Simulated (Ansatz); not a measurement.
`[CH3][Ti]([OH])([Cl])[Cl]` + H₂O → `[CH3][Ti]([OH])([OH])[Cl]` + HCl at 298.15 K and 1 bar (formal hydrolysis of a Ti–Cl bond).

Calculated with Ansatz (gas phase, PBE0-D4/def2-TZVP geometries, no zero-point term in ΔE). CCSD(T)/CBS is the MP2 limit (def2-TZVPP, def2-QZVPP) plus CCSD(T) − MP2 in def2-TZVPP, frozen cores. This one scheme is used for every species. For Ti outer-core shells are correlated without core-valence functions, which leaves a few kJ/mol of doubt a bond. Scalar relativity is left out up to krypton. Each species was taken in one conformer, which may not be the lowest.

```json
{"species": "`[CH3][Ti]([OH])([Cl])[Cl]`", "CCSD(T)/CBS energy (Eh)": "-1884.30053", "H − E (kJ/mol)": "157.4", "S (J/(mol·K))": "393.6"}
{"species": "H₂O", "CCSD(T)/CBS energy (Eh)": "-76.37941", "H − E (kJ/mol)": "66.4", "S (J/(mol·K))": "188.7"}
{"species": "`[CH3][Ti]([OH])([OH])[Cl]`", "CCSD(T)/CBS energy (Eh)": "-1500.28693", "H − E (kJ/mol)": "188.9", "S (J/(mol·K))": "389.9"}
{"species": "HCl", "CCSD(T)/CBS energy (Eh)": "-460.38127", "H − E (kJ/mol)": "26.6", "S (J/(mol·K))": "186.8"}
```

H − E and S are ideal-gas, rigid-rotor, harmonic terms from PBE0-D4/def2-TZVP, for one conformer and one mirror image of each species. 1 Eh = 2625.50 kJ/mol, R = 8.31446 J/(mol·K).

By hand: ΔE, ΔH, ΔS and ΔG.

ΔE = (-1500.28693) + (-460.38127) − (-1884.30053) − (-76.37941) = 0.01174 Eh = 30.8 kJ/mol. Δ(H − E) = 188.9 + 26.6 − 157.4 − 66.4 = -8.3, so ΔH = 22.5 kJ/mol. ΔS = 389.9 + 186.8 − 393.6 − 188.7 = -5.6 J/(mol·K). ΔG = 22.5 − 298.15 × (-5.6)/1000 = 24.2 kJ/mol.

By hand: the equilibrium constant, and the temperature at which ΔG would vanish if ΔH and ΔS stayed fixed.

log₁₀ K = −ΔG/(RT ln 10) = -4.2. ΔH and −TΔS have one sign here, so there is no such temperature. One of them is within its doubt of zero, so this could turn.

The number of gas molecules stays the same, so ΔS is small and ΔH decides. A doubt of 5 kJ/mol in ΔE shifts log₁₀ K by 0.9 here. Other conformers and mirror images would add mixing entropy, several J/(mol·K) or more a flexible species. These are equilibria of isolated gas molecules and say nothing of rates. Largest T1 diagnostic: 0.022 (customary marks: 0.02 for closed shells, 0.045 for open ones).
